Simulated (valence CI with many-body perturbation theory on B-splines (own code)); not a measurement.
# Ba⁵¹⁺: input, log and results

Calculated by configuration interaction combined with many-body perturbation theory (CI+MBPT): three valence electrons over a frozen Dirac-Fock core [He], radial functions for each j: 11 s, 11 p, 10 d, 8 f, 5 g, 2 h, with the one-electron correlation potential Σ1 (screened to all orders), the two-electron term Σ2, the three-electron term Σ3, Breit, model QED; selected single and double excitations, second order for the rest, scaled by the run's own slope (own B-spline code, finite nucleus).

Command, and the settings that its task file holds:

```sh
python run_cv.py task.json out
```

```
atom Ba  Z=56  mass_number=138  rms_radius_fm=4.8378
core [He]
valence 2s2 2p1
avg = 1
basis = M
breit = 1
cap = 32000
capref = 2000
cscale = 1
de = 0.0
dress = 0
eps = 2e-08
extrap = 1
h = 0.27
hh = 1
l2 = 3
lcore = 6
maxit = 60
n2 = 5
natural = 1
nlev = 150
nno = [5, 5, 5, 4, 2, 1]
nroot = 36
nsp = [6, 6, 5, 4, 3, 1]
pt2 = 1
qed = 1
rpa = 1
s1 = 1
s2 = 1
s3 = 1
screen = 1
tol = 2e-05
whole = 1
```

It took 76 s on 1 thread of Arm Neoverse V1, with other jobs on the host.

Log. The first blocks belong to the next ion, which gives the ionisation energy. Fields: 2J, parity (1 odd), roots, reference size, generating configurations, candidates as configurations/state functions, variational space P, stored matrix elements, Davidson steps; e2 is the range of second-order energies in hartree. The first line gives the box (bohr), its intervals, the orbitals and the steps of their self-consistent field. Window is the range of levels sought, series limit the energy at which the first omitted orbital would enter, core excitation an estimate of the first excitation out of the core, left out the lowest levels not solved, and shifts from estimates the range by which levels moved from their first estimate, all in cm⁻¹.

```
rmax 2.9 intervals 57 orbitals 83 references ['2s2 2p', '2s 2p2', '2p3'] scf 2 t 0.5
2J=0 par=0 roots 2 ref 20 generators 3 cand 396/396 P 374/374 nnz 0 it 0
2J=0 par=0 roots 2 ref 20 generators 3 cand 42/42 P 391/391 nnz 0 it 0
   second order: generators 4 cand 25/25 e2 -0.00000 -0.00000
2J=0 par=1 roots 2 ref 17 generators 3 cand 344/344 P 322/322 nnz 0 it 0
2J=0 par=1 roots 2 ref 17 generators 5 cand 39/39 P 342/342 nnz 0 it 0
   second order: generators 6 cand 19/19 e2 -0.00000 -0.00000
2J=2 par=1 roots 2 ref 40 generators 2 cand 922/922 P 781/781 nnz 0 it 0
2J=2 par=1 roots 2 ref 40 generators 2 cand 181/181 P 878/878 nnz 0 it 0
   second order: generators 4 cand 84/84 e2 -0.00000 -0.00000
reference levels 1013, estimated 767, window 63175814 1/cm; series limit 74539899, core excitation 261768420
2J=1 par=1 roots 24 ref 80 generators 23 cand 10475/15956 P 4941/7165 nnz 4.4e+06 it 5
2J=1 par=1 roots 24 ref 80 generators 23 cand 9065/13910 P 9017/13545 nnz 1.4e+07 it 7
   second order: generators 30 cand 6630/10075 e2 -0.00002 -0.00000
2J=1 par=0 roots 26 ref 82 generators 24 cand 9620/14586 P 4885/7169 nnz 4.4e+06 it 4
2J=1 par=0 roots 26 ref 82 generators 25 cand 9157/13960 P 9323/14169 nnz 1.5e+07 it 7
   second order: generators 31 cand 6321/9413 e2 -0.00002 -0.00000
2J=3 par=1 roots 33 ref 122 generators 26 cand 14527/30512 P 3612/7220 nnz 5.4e+06 it 5
2J=3 par=1 roots 33 ref 122 generators 27 cand 13521/28452 P 9907/21152 nnz 3.6e+07 it 5
   second order: generators 35 cand 8352/17122 e2 -0.00002 -0.00000
2J=3 par=0 roots 32 ref 120 generators 24 cand 14531/30500 P 3587/7222 nnz 5.4e+06 it 4
2J=3 par=0 roots 32 ref 120 generators 26 cand 13523/28438 P 10079/21685 nnz 3.8e+07 it 6
   second order: generators 34 cand 9352/20243 e2 -0.00002 -0.00000
2J=5 par=0 roots 26 ref 121 generators 24 cand 17061/42414 P 3411/7224 nnz 5.7e+06 it 5
2J=5 par=0 roots 26 ref 121 generators 26 cand 17293/43390 P 9987/24124 nnz 4.7e+07 it 7
   second order: generators 31 cand 10717/26490 e2 -0.00003 -0.00000
2J=5 par=1 roots 22 ref 116 generators 18 cand 14764/36465 P 3430/7218 nnz 5.5e+06 it 5
2J=5 par=1 roots 22 ref 116 generators 20 cand 16085/39345 P 9349/22199 nnz 4.1e+07 it 7
   second order: generators 28 cand 11344/28440 e2 -0.00002 -0.00000
2J=7 par=1 roots 11 ref 92 generators 11 cand 11081/31052 P 3346/7179 nnz 5.3e+06 it 5
...
2J=9 par=0 roots 4 ref 60 generators 5 cand 5779/16549 P 5033/12147 nnz 1.6e+07 it 4
   second order: generators 7 cand 6005/17522 e2 -0.00002 -0.00001
2J=11 par=0 roots 1 ref 26 generators 1 cand 2849/7480 P 1890/4104 nnz 2.1e+06 it 4
2J=11 par=0 roots 1 ref 26 generators 1 cand 2165/5900 P 2265/5048 nnz 3.4e+06 it 4
   second order: generators 2 cand 2685/7063 e2 -0.00001 -0.00001
2J=11 par=1 roots 1 ref 29 generators 2 cand 2844/7356 P 2102/4675 nnz 3.2e+06 it 4
2J=11 par=1 roots 1 ref 29 generators 3 cand 4001/11405 P 2452/5559 nnz 4.8e+06 it 4
   second order: generators 3 cand 3651/10521 e2 -0.00001 -0.00001
left out: unestimated 74792908, estimated 66535754, shifts from estimates -14 to 66
operators 0.2
```

The Davidson iterations converged.

The last digits are not significant, and no measured levels were compared; by estimate large intervals hold to a few tenths of a per cent, small ones and those within an open d or f shell to about a per cent.

```yaml
Valence_energy: -1140.027 hartree
Ionisation_energy: "10018 eV (NIST: 10023 ± 4 eV (theoretical))"
Reference_configurations_for_the_orbitals: 2s2 2p, 2s 2p2, 2p3
Radial_orbitals: 83
Box_radius: 2.872 bohr
Largest_variational_space: 24124
Lowest_levels: (2s^2 2p1/2) J=1/2 0.000, (2s 2p1/2^2) J=1/2 12.696, (2s^2 2p3/2) J=3/2 30.903, (2s 2p1/2 2p3/2) J=3/2 [a] 39.755, (2s 2p1/2 2p3/2) J=5/2 42.170, (2s 2p1/2 2p3/2) J=1/2 45.991, (2s 2p1/2 2p3/2) J=3/2 [b] 46.011, (2p1/2^2 2p3/2) J=3/2 59.536, (2s 2p3/2^2) J=5/2 71.988, (2s 2p3/2^2) J=1/2 77.651, (2s 2p3/2^2) J=3/2 77.726, (2p1/2 2p3/2^2) J=3/2 87.982, (2p1/2 2p3/2^2) J=5/2 89.465, (2p1/2 2p3/2^2) J=1/2 92.408 Ry
```

Levels are named by their leading jj configuration (3d3/2^4 stands for four electrons in 3d with j = 3/2), which in mixed levels can hold well under half, so a name can repeat and another be missing. Letters in brackets count levels of one name in rising energy.
